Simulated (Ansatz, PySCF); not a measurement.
Hf(Cl)3(NH2) (Cl₃H₂HfN), SMILES [NH2][Hf]([Cl])([Cl])[Cl], multiplicity 1.

Geometry optimised at B3LYP-D3(BJ)/def2-SVP. The spin state was assumed, not searched. The structure was generated by enumeration; whether it is a known compound was not checked. The def2 effective core potentials stand for the cores of Hf; spin–orbit coupling is left out. One conformer was computed; it need not be the lowest.

Vertical ionisation energy (IE) and electron affinity (EA) in eV. Rows of orbital energies are one-electron estimates. Where ΔSCF, EOM or ADC give a negative EA the extra electron is unbound and the value depends on the basis.

| level | IE | EA |
|---|---|---|
| −ε(HOMO), −ε(LUMO), r2SCAN/def2-TZVP (PySCF) | 7.27 | 2.43 |
| −ε(HOMO), −ε(LUMO), PBE/def2-TZVP (PySCF) | 6.93 | 2.60 |
| ΔSCF, PBE0/def2-SVPD (Ansatz), final states of multiplicity 2 and 2 | 10.32 | 0.26 |
| ΔSCF, PBE/def2-SVPD (Ansatz), final states of multiplicity 2 and 2 | 9.95 | 0.11 |

Task: What vertical singlet–triplet gap does ΔSCF give with PBE0/def2-SVPD (Ansatz, a first-principles code) and with PBE/def2-SVPD (Ansatz)? (An estimate is asked for; the answer gives what the named calculation found.)

Result: 4.81 and 4.70 eV (triplet above singlet where positive).
